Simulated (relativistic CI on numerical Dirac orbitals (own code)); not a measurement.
Ligand-field terms of d2

Computed with a parametric ligand-field model of a d^n configuration (Racah B and C, spin-orbit zeta, crystal field), exact diagonalisation.

Field parameters in Wybourne normalisation: Oh B⁴₀ = 21Dq, B⁴₄ = √(5/14) B⁴₀; Td as Oh with Dq negative (B⁴₀ = 21Dq, B⁴₄ = √(5/14) B⁴₀). The field is a parameter set, without covalency.

(1) Ground term and bands for B = 320, C = 1400, ζ = 0 cm⁻¹, Oh, 10Dq = 25100 cm⁻¹?

(2) Ground term and bands for B = 940, C = 4360, ζ = 0 cm⁻¹, Oh, 10Dq = 21650 cm⁻¹?

(3) Ground term and bands for B = 380, C = 1750, ζ = 0 cm⁻¹, Oh, 10Dq = 30250 cm⁻¹?

(4) Ground term and bands for B = 670, C = 2440, ζ = 0 cm⁻¹, Oh, 10Dq = 32550 cm⁻¹?

(5) Ground term and bands for B = 370, C = 1470, ζ = 0 cm⁻¹, Td, 10Dq = -6800 cm⁻¹?

Answers

(1) Ground term 3T1 with 0.00 electrons in the two orbitals of the cubic e set. Spin-allowed: 3T2 24271 cm⁻¹ (412 nm), 3T1 28242 cm⁻¹ (354 nm), 3A2 49371 cm⁻¹ (203 nm). Lowest spin-forbidden: 1T2 4802 cm⁻¹ (2083 nm), 1E 4827 cm⁻¹ (2072 nm), 1A1 11418 cm⁻¹ (876 nm).

(2) Ground term 3T1 with 0.03 electrons in the two orbitals of the cubic e set. Spin-allowed: 3T2 19852 cm⁻¹ (504 nm), 3T1 32154 cm⁻¹ (311 nm), 3A2 41502 cm⁻¹ (241 nm). Lowest spin-forbidden: 1T2 14882 cm⁻¹ (672 nm), 1E 15133 cm⁻¹ (661 nm), 1A1 31431 cm⁻¹ (318 nm).

(3) Ground term 3T1 with 0.00 electrons in the two orbitals of the cubic e set. Spin-allowed: 3T2 29264 cm⁻¹ (342 nm), 3T1 33977 cm⁻¹ (294 nm), 3A2 59514 cm⁻¹ (168 nm). Lowest spin-forbidden: 1T2 5876 cm⁻¹ (1702 nm), 1E 5905 cm⁻¹ (1694 nm), 1A1 13959 cm⁻¹ (716 nm).

(4) Ground term 3T1 with 0.01 electrons in the two orbitals of the cubic e set. Spin-allowed: 3T2 30954 cm⁻¹ (323 nm), 3T1 39409 cm⁻¹ (254 nm), 3A2 63504 cm⁻¹ (157 nm). Lowest spin-forbidden: 1T2 9146 cm⁻¹ (1093 nm), 1E 9231 cm⁻¹ (1083 nm), 1A1 21297 cm⁻¹ (470 nm).

(5) Ground term 3A2 with 2.00 electrons in the two orbitals of the cubic e set. Spin-allowed: 3T2 6800 cm⁻¹ (1471 nm), 3T1 10157 cm⁻¹ (984 nm), 3T1 15793 cm⁻¹ (633 nm). Lowest spin-forbidden: 1E 5783 cm⁻¹ (1729 nm), 1A1 10124 cm⁻¹ (988 nm), 1T2 12478 cm⁻¹ (801 nm). With an A2 ground term the first spin-allowed band lies at |10Dq| itself.
